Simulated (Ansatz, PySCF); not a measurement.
Here is a job for PySCF.
```python
from pyscf import gto, scf, dft

mol = gto.Mole()
mol.atom = '''
    Pb    0.00000000    0.00000000    0.00000000
'''
mol.basis = 'def2-svp'
mol.ecp = {'Pb': 'def2-svp'}
mol.spin = 2
mol.verbose = 3
mol.build()

mf = dft.UKS(mol)
mf.xc = 'b3lyp'
mf.grids.atom_grid = (99, 590)
mf.grids.prune = None
mf.kernel()
```

Problem. Convert this to an input for Ansatz (a program for electronic structure).

Solution. Several could match; the one computed here: 
Ansatz 0.2 input:
```yaml
crystal:
  periodic: [false, false, false]
  atoms:
    - {symbol: Pb, position_ang: [0.00000000, 0.00000000, 0.00000000]}
basis:
  gaussian:
    orbitals: def2-SVP
hamiltonian:
  xc: b3lyp
magnetization: {spin_polarized: true, initial_magnetization: 2}
accuracy: high
```

Both were run: PySCF gave -192.901282 Eh and Ansatz -192.901282 Eh, 0.000 mEh apart.
